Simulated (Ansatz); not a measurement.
Input for Ansatz (a program for electronic structure): U-B3LYP-D3(BJ)/def2-TZVP on O2Re (SMILES [O]=[Re]=[O]), 2S+1 = 2, a spin state set in the input, which need not be the lowest. Elements past Kr take the def2 small-core potentials; no spin–orbit coupling.

Ansatz 0.2 input:
```yaml
crystal:
  periodic: [false, false, false]
  atoms:
    - {symbol: Re, position_ang: [0.12164921, -0.09455018, 0.11563449]}
    - {symbol: O, position_ang: [1.14807633, 0.26431317, -1.10496586]}
    - {symbol: O, position_ang: [-1.30289426, -0.12239139, 0.91901174]}
basis:
  gaussian:
    orbitals: def2-TZVP
hamiltonian:
  xc: b3lyp
  dispersion: d3bj
magnetization: {spin_polarized: true, initial_magnetization: 1}
relax: {f_tol: 0.005, max_steps: 120}
```

Output:

```
WARN ansatz: RAYON_NUM_THREADS=1 ignored (pool sized by the plan → 1); use --threads N
Functional definition: B3LYP
integrals: 0.03 GiB planned
679 factors; their error is unknown
mean field: 0.36 GiB planned
mean field evaluation 1: about -6208.5463 eV, gradient 6.8e1 eV
mean field evaluation 2: about -6005.1276 eV, gradient 2.1e2 eV
mean field evaluation 4: about -6223.4575 eV, gradient 1.3e1 eV
mean field evaluation 8: about -6224.7963 eV, gradient 2.3e0 eV
mean field evaluation 16: about -6225.0167 eV, gradient 1.1e-1 eV
mean field evaluation 32: about -6225.0175 eV, gradient 2.4e-1 eV
mean field evaluation 64: about -6225.0463 eV, gradient 2.0e-7 eV
mean field evaluation 96: about -6225.0437 eV, gradient 1.4e-2 eV
mean field -6225.04630845 eV, -228.7662323477 hartree, gradient 8.6e-9 eV, S^2 1.718646; 8 other end points of the search recorded, 0 dependent functions left out
the calculation of the forces begins
reference -6225.04650503 eV, -228.7662395719 hartree; 16, 15 occupied and 86, 87 virtual orbitals, 679 factors
relax step   1: F+E_penalty+E_count = -6225.13034359 eV  Δ(F+E_penalty+E_count) = +0.000e0 eV  max|allowed force component| = 7.346e0 eV/Å  Δτ_max = 0.0000 Å  (399 SCF iters, accepted)
these checks for a lower state are left out or cut short: starts, cluster_reference, orbital_swaps, neighbouring_geometries, increment
integrals: 0.03 GiB planned
679 factors; their error is unknown
mean field: 0.35 GiB planned
mean field -6225.96987503 eV, -228.8001727935 hartree, gradient 6.7e-6 eV, S^2 1.704311; 0 other end points of the search recorded, 0 dependent functions left out
the calculation of the forces begins
reference -6225.97007144 eV, -228.8001800114 hartree; 16, 15 occupied and 86, 87 virtual orbitals, 679 factors
relax step   2: F+E_penalty+E_count = -6226.05287820 eV  Δ(F+E_penalty+E_count) = -9.225e-1 eV  max|allowed force component| = 1.075e0 eV/Å  Δτ_max = 0.1060 Å  (83 SCF iters, accepted)
these checks for a lower state are left out or cut short: starts, cluster_reference, orbital_swaps, neighbouring_geometries, increment
integrals: 0.03 GiB planned
679 factors; their error is unknown
mean field: 0.36 GiB planned
mean field evaluation 128: about -6226.1660 eV, gradient 3.5e-4 eV
mean field -6226.16601419 eV, -228.8073807745 hartree, gradient 4.1e-6 eV, S^2 1.598781; 0 other end points of the search recorded, 0 dependent functions left out
the calculation of the forces begins
reference -6226.16621303 eV, -228.8073880819 hartree; 16, 15 occupied and 86, 87 virtual orbitals, 679 factors
relax step   3: F+E_penalty+E_count = -6226.24983564 eV  Δ(F+E_penalty+E_count) = -1.970e-1 eV  max|allowed force component| = 1.973e0 eV/Å  Δτ_max = 0.1349 Å  (79 SCF iters, accepted)
these checks for a lower state are left out or cut short: starts, cluster_reference, orbital_swaps, neighbouring_geometries, increment
integrals: 0.03 GiB planned
679 factors; their error is unknown
mean field: 0.36 GiB planned
mean field -6226.28907977 eV, -228.8119033514 hartree, gradient 4.4e-6 eV, S^2 1.382686; 0 other end points of the search recorded, 0 dependent functions left out
the calculation of the forces begins
reference -6226.28928179 eV, -228.8119107752 hartree; 16, 15 occupied and 86, 87 virtual orbitals, 679 factors
relax step   4: F+E_penalty+E_count = -6226.37417319 eV  Δ(F+E_penalty+E_count) = -1.243e-1 eV  max|allowed force component| = 1.882e0 eV/Å  Δτ_max = 0.1063 Å  (79 SCF iters, accepted)
these checks for a lower state are left out or cut short: starts, cluster_reference, orbital_swaps, neighbouring_geometries, increment
integrals: 0.03 GiB planned
679 factors; their error is unknown
mean field: 0.36 GiB planned
mean field evaluation 160: about -6226.3649 eV, gradient 3.8e-5 eV
mean field -6226.36489311 eV, -228.8146894402 hartree, gradient 9.4e-6 eV, S^2 1.192130; 0 other end points of the search recorded, 0 dependent functions left out
the calculation of the forces begins
reference -6226.36509651 eV, -228.8146969148 hartree; 16, 15 occupied and 86, 87 virtual orbitals, 679 factors
relax step   5: F+E_penalty+E_count = -6226.45083577 eV  Δ(F+E_penalty+E_count) = -7.666e-2 eV  max|allowed force component| = 1.257e-1 eV/Å  Δτ_max = 0.0636 Å  (73 SCF iters, accepted)
these checks for a lower state are left out or cut short: starts, cluster_reference, orbital_swaps, neighbouring_geometries, increment
integrals: 0.03 GiB planned
679 factors; their error is unknown
mean field: 0.36 GiB planned
mean field -6226.36540043 eV, -228.8147080836 hartree, gradient 4.3e-6 eV, S^2 1.208153; 0 other end points of the search recorded, 0 dependent functions left out
the calculation of the forces begins
reference -6226.36560381 eV, -228.8147155577 hartree; 16, 15 occupied and 86, 87 virtual orbitals, 679 factors
relax step   6: F+E_penalty+E_count = -6226.45129502 eV  Δ(F+E_penalty+E_count) = -4.593e-4 eV  max|allowed force component| = 3.128e-2 eV/Å  Δτ_max = 0.0038 Å  (67 SCF iters, accepted)
these checks for a lower state are left out or cut short: starts, cluster_reference, orbital_swaps, neighbouring_geometries, increment
integrals: 0.03 GiB planned
679 factors; their error is unknown
mean field: 0.36 GiB planned
mean field -6226.36561701 eV, -228.8147160430 hartree, gradient 1.3e-5 eV, S^2 1.227276; 0 other end points of the search recorded, 0 dependent functions left out
the calculation of the forces begins
reference -6226.36582038 eV, -228.8147235166 hartree; 16, 15 occupied and 86, 87 virtual orbitals, 679 factors
relax step   7: F+E_penalty+E_count = -6226.45145982 eV  Δ(F+E_penalty+E_count) = -1.648e-4 eV  max|allowed force component| = 1.832e-2 eV/Å  Δτ_max = 0.0045 Å  (66 SCF iters, accepted)
these checks for a lower state are left out or cut short: starts, cluster_reference, orbital_swaps, neighbouring_geometries, increment
integrals: 0.03 GiB planned
679 factors; their error is unknown
mean field: 0.36 GiB planned
mean field evaluation 192: about -6226.3656 eV, gradient 5.2e-4 eV
mean field -6226.36564545 eV, -228.8147170879 hartree, gradient 1.2e-5 eV, S^2 1.232430; 0 other end points of the search recorded, 0 dependent functions left out
the calculation of the forces begins
reference -6226.36584880 eV, -228.8147245612 hartree; 16, 15 occupied and 86, 87 virtual orbitals, 679 factors
relax step   8: F+E_penalty+E_count = -6226.45147255 eV  Δ(F+E_penalty+E_count) = -1.272e-5 eV  max|allowed force component| = 2.108e-4 eV/Å  Δτ_max = 0.0013 Å  (69 SCF iters, accepted)
integrals: 0.03 GiB planned
679 factors; their error is unknown
mean field: 0.36 GiB planned
mean field evaluation 224: about -6226.4479 eV, gradient 4.4e-3 eV
mean field -6226.44787266 eV, -228.8177388822 hartree, gradient 5.3e-6 eV, S^2 1.199876; 7 other end points of the search recorded, 0 dependent functions left out
the calculation of the forces begins
reference -6226.44807683 eV, -228.8177463854 hartree; 16, 15 occupied and 86, 87 virtual orbitals, 679 factors
relax step   9: F+E_penalty+E_count = -6226.53369976 eV  Δ(F+E_penalty+E_count) = -8.223e-2 eV  max|allowed force component| = 2.510e-1 eV/Å  Δτ_max = 0.0000 Å  (149 SCF iters, accepted)
these checks for a lower state are left out or cut short: starts, cluster_reference, orbital_swaps, neighbouring_geometries, increment
integrals: 0.03 GiB planned
679 factors; their error is unknown
mean field: 0.36 GiB planned
mean field evaluation 256: about -6226.4572 eV, gradient 6.6e-3 eV
mean field -6226.45722277 eV, -228.8180824923 hartree, gradient 1.3e-5 eV, S^2 1.141324; 1 other end points of the search recorded, 0 dependent functions left out
the calculation of the forces begins
reference -6226.45742649 eV, -228.8180899791 hartree; 16, 15 occupied and 86, 87 virtual orbitals, 679 factors
relax step  10: F+E_penalty+E_count = -6226.54328898 eV  Δ(F+E_penalty+E_count) = -9.589e-3 eV  max|allowed force component| = 1.301e-1 eV/Å  Δτ_max = 0.0209 Å  (120 SCF iters, accepted)
these checks for a lower state are left out or cut short: starts, cluster_reference, orbital_swaps, neighbouring_geometries, increment
integrals: 0.03 GiB planned
679 factors; their error is unknown
mean field: 0.36 GiB planned
mean field evaluation 288: about -6226.3572 eV, gradient 1.0e-1 eV
mean field -6226.45896618 eV, -228.8181465616 hartree, gradient 7.7e-6 eV, S^2 1.097248; 1 other end points of the search recorded, 0 dependent functions left out
the calculation of the forces begins
reference -6226.45916955 eV, -228.8181540354 hartree; 16, 15 occupied and 86, 87 virtual orbitals, 679 factors
relax step  11: F+E_penalty+E_count = -6226.54522576 eV  Δ(F+E_penalty+E_count) = -1.937e-3 eV  max|allowed force component| = 1.092e-1 eV/Å  Δτ_max = 0.0164 Å  (144 SCF iters, accepted)
these checks for a lower state are left out or cut short: starts, cluster_reference, orbital_swaps, neighbouring_geometries, increment
integrals: 0.03 GiB planned
679 factors; their error is unknown
mean field: 0.36 GiB planned
mean field -6226.45913872 eV, -228.8181529025 hartree, gradient 1.8e-5 eV, S^2 1.097778; 1 other end points of the search recorded, 0 dependent functions left out
the calculation of the forces begins
reference -6226.45934210 eV, -228.8181603763 hartree; 16, 15 occupied and 86, 87 virtual orbitals, 679 factors
relax step  12: F+E_penalty+E_count = -6226.54538508 eV  Δ(F+E_penalty+E_count) = -1.593e-4 eV  max|allowed force component| = 4.153e-2 eV/Å  Δτ_max = 0.0020 Å  (131 SCF iters, accepted)
these checks for a lower state are left out or cut short: starts, cluster_reference, orbital_swaps, neighbouring_geometries, increment
integrals: 0.03 GiB planned
679 factors; their error is unknown
mean field: 0.36 GiB planned
mean field evaluation 320: about -6226.4592 eV, gradient 2.6e-5 eV
mean field -6226.45919175 eV, -228.8181548511 hartree, gradient 1.8e-5 eV, S^2 1.100427; 1 other end points of the search recorded, 0 dependent functions left out
the calculation of the forces begins
reference -6226.45939514 eV, -228.8181623257 hartree; 16, 15 occupied and 86, 87 virtual orbitals, 679 factors
relax step  13: F+E_penalty+E_count = -6226.54543059 eV  Δ(F+E_penalty+E_count) = -4.551e-5 eV  max|allowed force component| = 6.472e-4 eV/Å  Δτ_max = 0.0014 Å  (121 SCF iters, accepted)
integrals: 0.03 GiB planned
679 factors; their error is unknown
mean field: 0.36 GiB planned
mean field evaluation 352: about -6226.4591 eV, gradient 1.0e-1 eV
mean field evaluation 384: about -6225.8512 eV, gradient 2.7e0 eV
mean field -6226.45919175 eV, -228.8181548511 hartree, gradient 1.8e-5 eV, S^2 1.100427; 8 other end points of the search recorded, 0 dependent functions left out
the calculation of the forces begins
reference -6226.45939514 eV, -228.8181623257 hartree; 16, 15 occupied and 86, 87 virtual orbitals, 679 factors
Total energy: -6226.54563399 eV, -228.8213315449 hartree
Atom 0 at     0.348285    -0.283679     0.354449 Å, force     0.000209    -0.000174     0.000220 eV/Å
Atom 1 at     0.902753     0.338089    -1.115439 Å, force    -0.000647     0.000001     0.000338 eV/Å
Atom 2 at    -1.284206    -0.007039     0.690671 Å, force     0.000438     0.000173    -0.000558 eV/Å
Dipole moment:     0.357093    -0.297596     0.375524 e Å
```

The run converged. Its determinant has ⟨S²⟩ = 1.10, a mixture of spin states.

Cost: around 80 core-seconds (rough).
